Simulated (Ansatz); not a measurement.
Cost and result for the atomization energy of CH$_{6}$F$_{2}$Si$_{2}$, SMILES `FC(F)([SiH3])[SiH3]` (11 atoms, 10 bonds).

```xyz
11

F    -1.677    0.887    0.021
C    -0.381    0.509    0.319
F     0.027    1.320    1.362
Si   -0.414   -1.306    0.949
Si    0.722    0.895   -1.207
H    -0.902   -2.169   -0.156
H     0.970   -1.693    1.319
H    -1.319   -1.381    2.121
H     0.249    0.063   -2.341
H     0.603    2.339   -1.521
H     2.122    0.537   -0.867
```

Total charge 0; spin multiplicity 1. All single points use the PBE0-D4/def2-TZVP geometry. Program: Ansatz. All runs use 4 threads of an Arm Neoverse V2 on a shared host. Times are those of one run each, without the atoms' runs, and a repeat can differ threefold. Electronic energies, without spin–orbit coupling; frozen cores. CCSD(T)/CBS adds CCSD(T) − MP2 in def2-TZVPP to the MP2 limit, and its time is that of the two runs behind it. T1 = 0.013. B3LYP takes the VWN-RPA correlation (the form of Gaussian; ORCA's B3LYP/G). HSE06 is the plane-wave form, built on full-range PBE exchange.

CCSD(T)/CBS is a level of theory with its own doubt, some kJ/mol a heavy atom from the limit and from the frozen cores, so smaller differences don't rank the functionals.

| level | functions | wall time |
| --- | --- | --- |
| BLYP-D4/def2-TZVPP | 261 | 2.1 s |
| PBE-D4/def2-TZVPP (with forces) | 261 | 2.5 s |
| PBE0-D4/def2-TZVPP | 261 | 2.9 s |
| HSE06-D4/def2-TZVPP | 261 | 3.4 s |
| CAM-B3LYP-D4/def2-TZVPP | 261 | 3.6 s |
| B3LYP-D4/def2-TZVPP (with forces) | 261 | 4.8 s |
| r2SCAN-D4/def2-TZVPP (with forces) | 261 | 5 s |
| CCSD(T)/def2-SVP | 108 | 5 s |
| r2SCANh-D4/def2-TZVPP | 261 | 5.5 s |
| ωB97X-V/def2-TZVPP | 261 | 8 s |
| MP2/def2-QZVPP | 491 | 21 s |
| CCSD(T)/def2-TZVPP | 261 | 3 min |
| CCSD(T)/CBS(def2) | – | 3.3 min |

What atomization energy does each give, and how far from CCSD(T)/CBS? (Best estimate.)

The calculation gave: 
| level | atomization (kJ/mol) | difference from CCSD(T)/CBS | per bond |
| --- | --- | --- | --- |
| BLYP-D4/def2-TZVPP | 3518.5 | -13.1 | -1.3 |
| PBE-D4/def2-TZVPP (with forces) | 3559.9 | 28.3 | 2.8 |
| PBE0-D4/def2-TZVPP | 3496.6 | -35.0 | -3.5 |
| HSE06-D4/def2-TZVPP | 3498.8 | -32.8 | -3.3 |
| CAM-B3LYP-D4/def2-TZVPP | 3551.5 | 19.9 | 2.0 |
| B3LYP-D4/def2-TZVPP (with forces) | 3523.5 | -8.1 | -0.8 |
| r2SCAN-D4/def2-TZVPP (with forces) | 3533.9 | 2.3 | 0.2 |
| CCSD(T)/def2-SVP | 3307.0 | -224.6 | -22.5 |
| r2SCANh-D4/def2-TZVPP | 3507.8 | -23.8 | -2.4 |
| ωB97X-V/def2-TZVPP | 3560.1 | 28.5 | 2.8 |
| MP2/def2-QZVPP | 3526.2 | -5.4 | -0.5 |
| CCSD(T)/def2-TZVPP | 3434.0 | -97.6 | -9.8 |
| CCSD(T)/CBS(def2) | 3531.6 | 0.0 | 0.0 |

From BLYP to BHLYP (50 % exact exchange), in def2-TZVPP and without D4, the atomization energy moves by −68.4 kJ/mol: exact exchange takes away binding that semilocal exchange gives to molecules. Leaving LDA and LC-ωPBE aside and taking each functional with its dispersion term where it has one, the values, not all of them listed here, spread over 131.6 kJ/mol, from BHLYP-D4 to ωB97X-V. LDA lies +498.6 kJ/mol from PBE without D4, its usual overbinding. The D4 term adds +37.8 kJ/mol with B3LYP and +19.8 kJ/mol with PBE0; it sums over pairs of atoms, weighted by their polarisabilities, and B3LYP, whose exchange is more repulsive, gets the larger term.
